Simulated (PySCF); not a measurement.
Dipole response of Sr (strontium, neutral)

[Kr] 5s2, closed-shell 1S. Computed with PySCF 2.14 in x2c-TZVPPall with one added diffuse shell each of s, p, d, f type (9s7p7d3f1g, 95 functions), with scalar relativity by spin-free X2C-1e. Coupled (time-dependent) response in atomic units; α is the mean over directions.

| method | mean α (bohr³) | C₆ (like pair) | S(−4) |
| --- | --- | --- | --- |
| UHF | 232.5 | 4053 | 25110 |
| PBE | 195.1 | 3123 | 17900 |
| PBE0 | 203.0 | 3318 | 19190 |

S(−4) is the Cauchy moment in α(ω) = α(0) + S(−4) ω² + …

Reference α: 197.2 ± 0.2 bohr³ (recommended; Schwerdtfeger and Nagle, table of static dipole polarizabilities (2023 update)). Published C₆: 3175 (Chu and Dalgarno (2004); Tang, Norbeck and Certain (1976)).

Hartree-Fock lies above the reference because it lacks correlation, which contracts the outer shell.

α(iu) at PBE:

| u (hartree) | α(iu) (bohr³) |
| --- | --- |
| 0 | 195.1 |
| 0.0500 | 159.0 |
| 0.100 | 103.5 |
| 0.200 | 45.85 |
| 0.300 | 25.81 |
| 0.500 | 12.75 |
| 0.750 | 7.577 |
| 1.00 | 5.234 |
| 1.50 | 2.985 |
| 2.00 | 1.922 |
| 3.00 | 0.9787 |
| 5.00 | 0.3936 |

A single London oscillator, α(iu) = α/(1 + u²/ω²), gives C₆ = (3/4) ω α². Matching the computed C₆ needs ω = 4 × 3123 / (3 × 195.1²) = 0.109 hartree.
